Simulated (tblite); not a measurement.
C₄H₇ (SMILES [CH]1CCC1), doublet, geometry from GFN2-xTB; GFN1-xTB run with tblite.

The tblite input:
```
$ tblite run mol.xyz --method gfn1 --charge 0 --spin 1 --grad --json tblite.json --no-restart

# file mol.xyz
11

C      0.00788728     1.06774097     0.04664582
C     -0.00763800    -1.03399532    -0.04517160
C     -1.08467578     0.06806734     0.00750974
C      1.08556611     0.05246214    -0.00224423
H      0.01578849     2.13736921     0.09337410
H     -0.01599358    -1.62576582    -0.95751018
H     -0.00859656    -1.70312770     0.81208260
H     -1.73307724     0.04050504     0.89034144
H     -1.74043106     0.11741518    -0.86891810
H      1.74141305     0.01552159     0.87472563
H      1.73405923     0.09243173    -0.88453390
```

What the program printed (banner, timings and long lists left out):

```
xTB calculator
 | screened Coulomb repulsion
 | Coulomb electrostatics
 |  * isotropic Klopman-Ohno-Mataga-Nishimoto electrostatics
 |  * onsite third-order electrostatics
 | DFT-D3(BJ) dispersion correction

halogen bonding energy    0.0000000000000E+00 Eh
repulsion energy          1.7425809956501E-01 Eh
dispersion energy        -2.9736498211181E-03 Eh
number of electrons       2.3000000000000E+01 e
integral cutoff           1.9731147476801E+01 bohr

------------------------------------------------------------
  cycle        total energy    energy error   density error
------------------------------------------------------------
      1     -12.13303955724  -1.2304324E+01   5.9909023E-01
      2     -12.13410048426  -1.0609270E-03   3.5838675E-01
      3     -12.13409961086   8.7339408E-07   3.4790481E-03
      4     -12.13410759996  -7.9890996E-06   3.0795410E-04
      5     -12.13410771883  -1.1886555E-07   4.5227979E-05
      6     -12.13410771979  -9.5970343E-10   8.0475279E-06
------------------------------------------------------------

electronic energy        -1.2305392169534E+01 Eh
total energy             -1.2134107719790E+01 Eh

Post processing:
 | Mayer-Wiberg bond orders

[Info] Tight-binding results written to 'tblite.txt'
[Info] JSON dump of results written to 'tblite.json'
```
